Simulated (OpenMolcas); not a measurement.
As: effect of the IPEA shift

```json
{"Program": "OpenMolcas", "Basis": "ANO-RCC-VTZP [6s5p3d1f]", "Scalar Hamiltonian": "DKH2, point nucleus", "Active space": "5 electrons in 9 orbitals (RAS2 4s 4p; RAS3 4d, at most 2 electrons)", "State averaging": "2S+1 = 4 odd, 1 root; 2S+1 = 2 odd, 8 roots; 2S+1 = 4 even, 3 roots; 2S+1 = 2 even, 5 roots (0 in the spin-orbit step)", "Spin-orbit coupling": "state interaction with AMFI integrals over the reference wave functions, term energies averaged over their components"}
```

Methods on the same reference wave functions:
A. RASSCF
B. SS-RASPT2, IPEA 0 Eh, imaginary shift 0.1 Eh (closed shells correlated: 3d)
C. SS-RASPT2, IPEA 0.25 Eh, imaginary shift 0.1 Eh (closed shells correlated: 3d)

Energies in cm-1 above 4s2 4p3 4S* 3/2, the measured ground level; measured values from NIST Handbook of Basic Atomic Spectroscopic Data.

| Level | A | B | C | Measured |
| --- | --- | --- | --- | --- |
| 4s2 4p3 4S* 3/2 | 0.0 | 0.0 | 0.0 | 0.0 |
| 4s2 4p3 2D* 3/2 | 13900 | 11335 | 11485 | 10593 |
| 4s2 4p3 2D* 5/2 | 14115 | 11557 | 11706 | 10915 |
| 4s2 4p3 2P* 1/2 | 22033 | 19179 | 19390 | 18186 |
| 4s2 4p3 2P* 3/2 | 22289 | 19452 | 19661 | 18648 |
| 4s 4p4 4P 5/2 | 65155 | 64945 | 65186 |  |

Deviations, from unrounded energies. A percentage is the sum of absolute deviations over the sum of measured energies, with the sign that they share, or ± where signs differ.

```json
{"Against measurement": "mean absolute deviation (cm-1)", "Levels": "4", "A": "3500", "B": "800", "C": "970"}
{"Against measurement": "other terms of the ground configuration (%)", "Levels": "4", "A": "+24.0", "B": "+5.5", "C": "+6.7"}
```

B lies closest to measurement on these levels and A furthest from it. The largest miss of B in the table is 4s2 4p3 2P* 1/2, by +990 cm-1. The ranking rests on the paired levels alone, and a cruder setting can come out closer through cancelling errors.

Between B and C the level of the table that moves most is 4s 4p4 4P 5/2, by 240 cm-1 (lowest in B, highest in C).

From A to B the spin-free energies of the other terms of 4s2 4p3 shown, above 4S*, scale by factors of 0.82 to 0.87.

The lowest spin-free term lies below A's lowest term by 0.080 hartree in B, 0.079 hartree in C.

Some high roots are left out of the spin-orbit mixing, which shifts the levels that they would mix with. Active for correlation alone: 4d; no level in the range computed is led by a configuration that fills it, so any true level of that kind is missing. Some terms mix strongly with configurations of 4d, whose occupation reaches 0.23 (4s 4p4 4P). Without dynamic correlation excited terms often stand tens of per cent too high (terms of higher spin than the ground term too low), and those without a measured partner can miss by more than the paired ones (holds for A). Measured partners are found by configuration, term and J. A level has none where our copy of the source lacks it or the pairing is in doubt (some pairs that miss far off the trend of their configuration count as doubtful), and it then counts in no deviation. Levels of configurations outside the active space are missing. The table leaves out levels that lie high or whose names do not pair safely across all columns.

* marks odd parity.
